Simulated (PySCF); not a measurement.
Delta-SCF ions had no search for a lower state. Excitations are Tamm–Dancoff values on a coarser integration grid. The basis has no diffuse functions, so Rydberg states are missing or too high.

Cartesian coordinates (Å):
SMILES: C=[NH2+]
```xyz
6

C      0.6206     0.1168    -0.0399
N     -0.6219    -0.1171     0.0399
H      1.3308    -0.6862     0.1247
H      0.9656     1.1185    -0.2722
H     -1.3153     0.6132    -0.1086
H     -0.9797    -1.0452     0.2561
```
Charge +1, spin multiplicity 1.

Question: Predict the LUMO, HOMO–LUMO gap, vertical ionisation energy (Delta-SCF), hole reorganisation energy (four-point), adiabatic electron affinity (no zero-point term), adiabatic ionisation energy (no zero-point term), S1–T1 gap (TDA) and total energy from TPSSh-D3(BJ)/def2-TZVP // CAM-B3LYP-D3(BJ)/def2-TZVP run with PySCF.

Answer: 
The LUMO comes out as -9.01 eV and the HOMO–LUMO gap is 8.40 eV. The vertical ionisation energy (Delta-SCF) is 21.15 eV and the hole reorganisation energy (four-point) is 1.691 eV. The adiabatic electron affinity (no zero-point term) comes out as 6.19 eV, the adiabatic ionisation energy (no zero-point term) is 20.77 eV and the S1–T1 gap (TDA) comes out as 2.42 eV. The total energy comes out as -95.0201 Ha.
